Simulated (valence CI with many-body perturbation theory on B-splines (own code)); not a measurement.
E1 transitions of Pr9+

Calculated by configuration interaction combined with many-body perturbation theory (CI+MBPT): four valence electrons over a frozen Dirac-Fock core [Kr] 4d10, a basis of 8 s, 8 p, 9 d, 9 f, 6 g, 3 h, 2 i functions for each j, with the one-electron correlation potential Σ1 (screened to all orders), the two-electron term Σ2, the three-electron term Σ3, Breit, model QED; selected single and double excitations, second order for the rest, scaled by the run's own slope (own B-spline code, finite nucleus).

No measured spectrum was set against this ion. As an estimate, terms of the open shell hold to a few per cent of their energy, and close levels can change places; configurations with another count of f electrons can be misplaced by thousands of cm⁻¹. Core correlation moves these levels by up to 49000 cm⁻¹, and in measured spectra 5 to 20 % of such shifts remained as error; rates that hang on mixing are uncertain with them.

Lines 201 to 239 of 239 in falling wavelength, among levels below 27.580 eV, chosen from the strongest by gf and those to the six lowest levels. Wavelengths and rates use the calculated energies, so an error of 2000 cm⁻¹ moves a line at 53.09 nm by 1.1 % and its rate by three times that or more. Electric multipoles are in the length gauge, E1 and E2 with the static RPA response of the core. Weak lines are less certain than strong ones. Lines between different terms over intervals too small for the method are left out, as are lines whose strength nearly cancels. Where a level lies close to another of its J and parity, the split of strength between their lines is uncertain. The highest levels of a list are the least certain.

Names give the largest LS component (configuration and term), which can be under half, so a name can repeat, a term be missing and a line seem to break the LS rules; names also repeat where a configuration has a term twice. Letters in brackets count levels of one name in rising energy.

```
λ vac (nm)              Upper         Lower   A (s⁻¹)  log gf  Branch %
     53.09      4f²5s5p ⁵G°_2  4f5s²5p ³G_3  3.72e+06   -3.10       3.2
     53.04      4f²5s5p ⁵G°_3  4f5s²5p ³F_2  2.97e+05   -4.06       0.2
     53.04        5s5p³ ³D°_3  4f5s²5p ³F_3  7.33e+08   -0.66      33.6
     52.96      4f5s5p² ³D°_1  4f5s²5p ³F_2  7.12e+06   -3.05       0.6
     52.92      4f5s5p² ³F°_3  4f5s²5p ³F_2  1.44e+06   -3.37       0.3
     52.62      4f²5s5p ⁵D°_4  4f5s²5p ³G_4  9.11e+08   -0.47      37.5
     52.62      4f5s5p² ³F°_2  4f5s²5p ³F_2  2.14e+08   -1.35      25.4
     52.55      4f5s5p² ⁵F°_1   5s²5p² ³P_0  4.86e+08   -1.22      71.1
     52.55  4f5s5p² ³G°_3 [b]  4f5s²5p ³G_4  2.05e+06   -3.23       0.1
     52.47  4f²5s5p ⁵G°_5 [b]  4f5s²5p ³G_4  3.24e+07   -1.83      12.2
     52.42      4f²5s5p ⁵G°_3  4f5s²5p ³G_3  8.72e+06   -2.60       5.9
     52.37      4f²5s5p ⁵H°_4  4f5s²5p ³G_3  2.79e+06   -2.99       0.8
     52.29      4f²5s5p ³H°_4  4f5s²5p ³G_4  1.48e+08   -1.26      49.6
     52.29      4f5s5p² ³F°_3  4f5s²5p ³G_3  7.95e+07   -1.64      16.1
     52.27      4f²5s5p ⁵D°_3  4f5s²5p ³G_4  1.93e+07   -2.26       1.1
     52.26      4f²5s5p ⁵F°_2   5s²5p² ³P_1  5.21e+07   -1.97       6.7
     52.23        5s5p³ ³D°_3  4f5s²5p ³F_2  2.30e+08   -1.18      10.5
     52.19      4f²5s5p ⁵F°_1   5s²5p² ³P_1  9.93e+06   -2.92       1.5
     52.17      4f²5s5p ⁵F°_2  4f5s²5p ³F_3  2.88e+06   -3.23       0.4
     52.08      4f²5s5p ⁵D°_4  4f5s²5p ³F_3  2.95e+08   -0.97      12.1
     52.01  4f5s5p² ³G°_3 [b]  4f5s²5p ³F_3  1.18e+07   -2.48       0.5
     52.00      4f5s5p² ³F°_2  4f5s²5p ³G_3  1.24e+07   -2.60       1.5
     51.87      4f²5s5p ⁵G°_4  4f5s²5p ³G_3  1.13e+03   -6.39       0.0
     51.75      4f²5s5p ³H°_4  4f5s²5p ³F_3  3.76e+07   -1.87      12.6
     51.74      4f²5s5p ⁵D°_3  4f5s²5p ³F_3  2.01e+08   -1.25      11.9
     51.62        5s5p³ ³D°_3  4f5s²5p ³G_3  7.68e+07   -1.67       3.5
     51.38      4f²5s5p ⁵F°_2  4f5s²5p ³F_2  4.27e+08   -1.07      54.5
     51.31      4f²5s5p ⁵F°_1  4f5s²5p ³F_2  2.89e+08   -1.47      43.0
     51.23  4f5s5p² ³G°_3 [b]  4f5s²5p ³F_2  3.27e+08   -1.05      13.1
     50.96      4f²5s5p ⁵D°_3  4f5s²5p ³F_2  2.94e+07   -2.10       1.7
     50.95        5s5p³ ³D°_1   5s²5p² ³P_0  1.99e+09   -0.63      80.0
     50.79      4f²5s5p ⁵F°_2  4f5s²5p ³G_3  1.54e+07   -2.53       2.0
     50.71      4f²5s5p ⁵D°_4  4f5s²5p ³G_3  9.44e+08   -0.48      38.8
     50.64  4f5s5p² ³G°_3 [b]  4f5s²5p ³G_3  1.86e+09   -0.30      74.6
     50.40      4f²5s5p ³H°_4  4f5s²5p ³G_3  7.95e+06   -2.56       2.7
     50.38      4f²5s5p ⁵D°_3  4f5s²5p ³G_3  9.59e+08   -0.59      56.6
     49.92      4f5s5p² ⁵D°_1   5s²5p² ³P_0  5.17e+06   -3.24       2.5
     46.71      4f5s5p² ³D°_1   5s²5p² ³P_0  7.97e+08   -1.11      62.8
     45.43      4f²5s5p ⁵F°_1   5s²5p² ³P_0  3.91e+06   -3.44       0.6
```
